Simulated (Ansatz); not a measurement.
AlFH3NS2. The species carries charge 0 and has multiplicity 1. The bonds changed during the relaxation, so this is another structure than the one it started from.

Z-matrix (Å, degrees):
```
Al
F 1 1.650
S 1 2.208 2 120.0
N 1 1.758 2 118.5 3 -166.9
S 1 2.468 2 106.1 3 56.3
H 4 1.006 1 124.7 2 166.9
H 4 1.006 1 124.3 2 -10.9
H 5 1.350 1 97.6 2 147.5
```

Task: List the harmonic frequencies (cm⁻¹, unscaled) at PBE0-D4/def2-TZVP in Ansatz. (An estimate is asked.)

Result: Computed: 92, 155, 168, 209, 246, 322, 331, 425, 479, 516, 666, 793, 863, 901, 1561, 2646, 3622, 3715.

Task: Is this a minimum?

Result: Yes, all 18 modes are real.

Task: Give the ideal-gas thermochemistry at 298.15 K and 1 bar (rigid rotor, harmonic oscillator; point group C1, symmetry number 1).

Result: Zero-point energy 105.9 kJ/mol; H(298) − E = 128.7 kJ/mol; entropy 362.0 J/(mol·K), of which translation 169.3, rotation 116.9, vibration 75.8; G(298) − E = 20.7 kJ/mol. Modes under 100 cm⁻¹ are hindered rotations or soft bends, so the harmonic entropy is rough.

Task: And at 400, 500, 600, 800 and 1000 K?

Result: 
```tsv
T (K)	H − E (kJ/mol)	S (J/mol/K)	G − E (kJ/mol)
400	140.9	397.2	-18.0
500	154.0	426.4	-59.2
600	167.8	451.5	-103.1
800	196.8	493.2	-197.7
1000	227.3	527.2	-299.9
```
